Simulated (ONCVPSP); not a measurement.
# Varying the ONCV potential for phosphorus (P)

Base potential:

- Element: phosphorus
- Generator: ONCVPSP 4.0.1
- Type: optimised norm-conserving Vanderbilt (ONCV)
- Functional: Wu-Cohen
- Relativity: non-relativistic
- Frozen core: [He]
- Valence charge: 13
- Reference configuration: 2s2 2p6 3s2 3p2.75 (charge +0.25)
- Partial waves: 2s+3s: rc 1.00 bohr, ncon 3, nbas 7, qcut 9.9 1/bohr, 2 projectors; 2p+3p: rc 0.75 bohr, ncon 4, nbas 7, qcut 14.2 1/bohr, 2 projectors
- Local potential: polynomial inside 0.75 bohr (lpopt 3, dvloc0 0 Ha)
- Core correction: Teter function, fcfact 3.5, rcfact 1.25

All-electron outer shells of the reference configuration (Wu-Cohen, non-relativistic, ld1.x):

```tsv
shell	level (eV)	outermost node (bohr)	outermost maximum (bohr)
1s	-2078.91	–	0.07
2s	-175.18	0.14	0.42
2p	-126.92	–	0.36
3s	-16.03	0.66	1.58
3p	-7.52	0.64	1.81
```

Cutoffs, loose and tight: the cutoffs (Ha) at which the residual kinetic energy of the hardest occupied pseudo-wave falls to 1 and 0.1 mHa per electron. They do not see the model core or the augmentation charge, which bear on the density cutoff. Test errors are all-electron minus pseudo excitation energies from the reference, over the configurations 2s2 2p6 3s2 3p3; 2s2 2p6 3s2 3p2; 2s2 2p6 3s2 3p1; 2s1 2p6 3s2 3p3. A dash means not determined; rows that change the core or the reference have their own tests.

```csv
change,outcome,"cutoff, loose","cutoff, tight",bound ghosts,GHOST(+) flags above zero,largest test error (meV)
base,generated,211 Ha,273 Ha,none,none,-476
s: rc 0.82,generated,211 Ha,273 Ha,none,none,-482
s: rc 1.12,generated,211 Ha,273 Ha,none,none,-405
s: rc 1.32,generated,211 Ha,273 Ha,none,none,-202
s: rc 1.44,generated,211 Ha,273 Ha,none,none,-67
```

(1) What comes out with this change to the base: s: rc 0.68; local potential polynomial inside 0.68 bohr (lpopt 3, dvloc0 0 Ha)?

Answers

(1) outcome: generated; cutoff, loose: 211 Ha; cutoff, tight: 318 Ha; bound ghosts: none; GHOST(+) flags above zero: none; largest test error (meV): -384.

Reading the sweep of the s radius (base included, trends over the rows without a ghost): The loose cutoff stays near 211 Ha. The median size of the test errors (rows with all tests solved) stays near 1.3 meV.
